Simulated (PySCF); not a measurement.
**Ionisation energy of Ti⁺ by level of theory**

Ti⁺ [Ar] 3d2 4s1 (4F) → Ti²⁺ [Ar] 3d2 (3F), as a difference of total energies. Calculation: PySCF 2.14, in pcseg-2; no relativity, point nucleus. Correlated levels: valence: [Ar] frozen. The calculations carry no spin-orbit coupling.

| method | ionisation energy (eV) | difference from reference (eV) |
| --- | --- | --- |
| UHF | 12.864 | -0.711 |
| MN15 | 13.290 | -0.285 |
| LDA | 14.103 | +0.528 |
| MP2 (valence) | 13.026 | -0.549 |
| SCS-MP2 (valence) | 12.918 | -0.657 |

Reference: 13.575 eV (measured; NIST Atomic Spectra Database, ionization energies).

These non-relativistic numbers lack the scalar-relativistic shift.

The reference lies between the lowest fine-structure levels, while these numbers refer to the centres of the terms.

Errors of the correlated levels include the incompleteness of this basis and the frozen core.
